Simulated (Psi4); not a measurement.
C₄H₁₁InO, singlet, at a GFN2-xTB geometry (such geometries of metal compounds can be far from the true shape) (core potentials on In).

Psi4 was given this input:
```
memory 2 GB

molecule mol {
0 1
In   -0.634640   -0.019563    0.136616
H    -1.534454   -0.626168    1.527639
C    -1.308680    0.893993   -1.806336
C    -0.141305    0.953001   -2.772047
H    -1.689717    1.889752   -1.576115
H    -2.129821    0.287739   -2.189838
H     0.196453   -0.051238   -3.031679
H     0.698641    1.482369   -2.319988
H    -0.423466    1.471325   -3.690219
O     1.351661   -0.066914    0.156305
C     2.281546   -0.507822    1.099368
C     1.646613   -1.071668    2.366553
H     2.909613   -1.282711    0.634534
H     2.934126    0.336732    1.367674
H     1.006735   -1.918655    2.105943
H     2.414896   -1.399421    3.063593
H     1.032030   -0.300825    2.838625
}

set {
  basis def2-sv(p)
  reference rhf
}

energy('scf')
print_variables()
```

**Question.** What is the computed number of basis functions (HF/def2-SV(P) in Psi4 1.11)?

**Answer.** 118

**Question.** Predict the dipole moment from HF/def2-SV(P).

**Answer.** 1.44 D

**Question.** What is the computed nuclear repulsion energy (HF/def2-SV(P))?

**Answer.** 341.7701 Eh

**Question.** What total energy does HF/def2-SV(P) give?

**Answer.** -421.7162 Eh
